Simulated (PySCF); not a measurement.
C₆H₉O, SMILES C1(C[CH]CCC1)=O, doublet (GFN2-xTB optimised geometry):

```
16

O     -0.801     1.563     0.000
C     -0.117     0.566     0.000
C     -0.698    -0.838     0.165
C     -0.305    -0.921     1.578
C      1.138    -1.077     1.870
C      1.870     0.203     1.409
C      1.399     0.566     0.000
H     -1.773    -0.839     0.003
H     -0.195    -1.563    -0.473
H     -0.971    -0.543     2.334
H      1.314    -1.241     2.933
H      1.546    -1.926     1.312
H      1.622     1.020     2.089
H      2.951     0.052     1.430
H      1.755     1.558    -0.278
H      1.773    -0.165    -0.720
```

Level of theory: unrestricted PBE0/def2-TZVP (PySCF).

**Question.** What are the frontier orbital energies (α orbitals alone; a β orbital can be the lowest empty one) and the dipole moment?

**Answer.** HOMO-2 -9.52 eV, HOMO-1 -7.42 eV, HOMO -5.53 eV, LUMO 0.05 eV, LUMO+1 1.26 eV; dipole moment 3.08 D.

On the same geometry unrestricted PBE/def2-TZVP in PySCF 2.14.0 gives HOMO-2 -8.10 eV, HOMO-1 -5.87 eV, HOMO -4.26 eV, LUMO -1.02 eV, LUMO+1 0.44 eV; dipole moment 2.92 D.

Meta-Löwdin charges at PBE0/def2-TZVP: O1 -0.43, C2 0.38, C3 -0.26, C4 -0.12, C5 -0.21, C6 -0.19, C7 -0.26, H8 0.14, H9 0.12, H10 0.13, H11 0.12, H12 0.11, H13 0.11, H14 0.11, H15 0.13, H16 0.11.
